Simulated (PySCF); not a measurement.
C₇H₅F₅O.
Atom-mapped SMILES: `[F:1][C:2]([F:3])([F:4])[C:5]([F:6])([F:7])[CH:8]1[CH:9]=[CH:10][O:11][CH:12]=[CH:13]1`

Structure used (PBE0-D3(BJ)/def2-SVP), in Å, numbered top down from 1:
```xyz
18
C7H5F5O angstrom
F     -3.238   -0.662    0.446
C     -1.985   -0.233    0.527
F     -1.998    1.094    0.572
F     -1.461   -0.692    1.658
C     -1.183   -0.731   -0.692
F     -1.305   -2.076   -0.711
F     -1.810   -0.245   -1.785
C      0.303   -0.368   -0.770
C      0.551    1.111   -0.856
C      1.342    1.748    0.011
O      2.006    1.157    1.034
C      1.874   -0.188    1.146
C      1.117   -0.947    0.351
H      0.582   -0.853   -1.729
H      0.074    1.686   -1.650
H      1.542    2.820   -0.028
H      2.474   -0.581    1.968
H      1.090   -2.023    0.526
```

NICS = −σ at a ghost point: NICS(0) at the centroid of the ring atoms, NICS(1) 1 Å to either side along the normal of their mean plane, zz for the tensor component along that normal. Level: GIAO PBE0/pcSseg-1 (PySCF, non-relativistic, gas phase) on the PBE0-D3(BJ)/def2-SVP geometry, one conformer.

Ring bond lengths (Å), with Mayer bond orders in brackets: C8–C9 1.501 (1.00), C9–C10 1.335 (1.83), C10–O11 1.356 (1.00), O11–C12 1.356 (1.00), C12–C13 1.334 (1.83), C13–C8 1.502 (1.00).

Question: What do the NICS probes read (ppm)?

Answer: 
```csv
ring,type,NICS(0),"NICS(1), two faces","NICS(1)zz, two faces",rms pucker (Å),"centre to ring atoms, mean (Å)"
C8–C9–C10–O11–C12–C13,"6-membered ring with O; formal bonds 2 double, 4 single",2.5,-0.4 / 0.4,3.6 / 5.1,0.01,1.39
```

Question: What do they say, and how far can they be read as aromaticity?

Answer: 
- C8–C9–C10–O11–C12–C13: mean NICS(1)zz 4.4 ppm, deshielded. C8 has four or more neighbours, so the value isn't read as a sign of a π ring current.

Question: What field does 7.05 T along the ring normal induce along that normal at the first NICS(1) probe listed for ring C8–C9–C10–O11–C12–C13, 1 Å off the ring?

Answer: NICSzz × B0 = 3.6 ppm × 7.05 T = 25 μT, along the applied field.

Question: Give the inner angles of the rings and the Hirshfeld charges of the ring atoms.

Answer: 
- C8–C9–C10–O11–C12–C13: C8 109.4° (-0.052 e), C9 122.1° (-0.088 e), C10 124.9° (+0.031 e), O11 116.6° (-0.087 e), C12 124.7° (+0.030 e), C13 122.2° (-0.088 e); sum 719.9° against 720° for a flat convex ring.

Question: How do the values depend on the level or the medium?

Answer: 
```tsv
level	NICS(0), C8–C9–C10–O11–C12–C13	mean NICS(1)zz, C8–C9–C10–O11–C12–C13
PBE0/pcSseg-1, gas	2.5	4.4
wB97X-D/pcSseg-2, gas	2.8	4.2
```

The geometry is the same throughout.
